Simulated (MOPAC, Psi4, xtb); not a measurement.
Approach curve of the dimer CH2O2 ··· H3B (SMILES O=CO and B), singlet. Monomers: optimised at B3LYP-D3(BJ) (def2-TZVP), held rigid. Orientation: lowest of the rigid-body minima from ten starts at GFN2-xTB (searched outside a hard wall at short contacts). R is the distance of the centres of mass, along which the second monomer moves. The shortest distances reach bonding range, where SAPT0 and rigid monomers are unreliable.

Geometry at R = 2.40 Å (first 5 atoms: monomer A):
```
9

O      0.7526    -0.5141     0.3442
C     -0.4149    -0.0020    -0.0806
O     -0.5632     1.0974    -0.5296
H      1.4366     0.1649     0.2185
H     -1.2111    -0.7462     0.0475
B      1.0780     2.1151    -0.9795
H      1.3697     2.2407     0.1666
H      1.4818     1.1823    -1.5970
H      0.3823     2.9219    -1.5080
```

Computed with: PM3, restricted, heats of formation (MOPAC); HF/aug-cc-pVDZ, counterpoise-corrected (Psi4); SCS-MP2/aug-cc-pVDZ = DF-SCS-MP2/aug-cc-pVDZ, frozen core, counterpoise-corrected in Psi4; GFN1-xTB (xtb); PBE0/def2-TZVP, counterpoise-corrected (Psi4).

Interaction energies in kcal/mol (negative: bound); R is the distance of the centres of mass, d the O3···B6 distance.

| R / Å | d / Å | PM3 | HF/aug-cc-pVDZ | SCS-MP2/aug-cc-pVDZ | GFN1-xTB | PBE0/def2-TZVP |
|---|---|---|---|---|---|---|
| 1.84 | 1.51 | -2.35 | 45.05 | 34.91 | 22.00 | 19.51 |
| 1.97 | 1.62 | -17.54 | 24.84 | 15.67 | 4.77 | 3.53 |
| 2.18 | 1.79 | -24.17 | 7.92 | 0.46 | -7.72 | -7.69 |
| 2.40 | 1.98 | -20.74 | 0.72 | -4.83 | -10.48 | -10.07 |
| 2.57 | 2.13 | -15.94 | -1.54 | -5.75 | -9.49 | -9.36 |
| 2.77 | 2.32 | -10.66 | -2.57 | -5.50 | -7.27 | -7.70 |
| 3.08 | 2.60 | -5.14 | -2.71 | -4.34 | -4.10 | -5.19 |
| 3.37 | 2.87 | -2.50 | -2.30 | -3.25 | -2.27 | -3.49 |
| 3.90 | 3.38 | -0.87 | -1.43 | -1.80 | -0.87 | -1.73 |
| 4.60 | 4.06 | -0.44 | -0.71 | -0.82 | -0.38 | -0.74 |
| 5.62 | 5.06 | -0.23 | -0.28 | -0.30 | -0.15 | -0.25 |
| 6.88 | 6.30 | -0.10 | -0.11 | -0.11 | -0.06 | -0.09 |

Lowest grid point: PM3 -24.17 kcal/mol at R = 2.18 Å; HF/aug-cc-pVDZ -2.71 kcal/mol at R = 3.08 Å; SCS-MP2/aug-cc-pVDZ -5.75 kcal/mol at R = 2.57 Å; GFN1-xTB -10.48 kcal/mol at R = 2.40 Å; PBE0/def2-TZVP -10.07 kcal/mol at R = 2.40 Å.
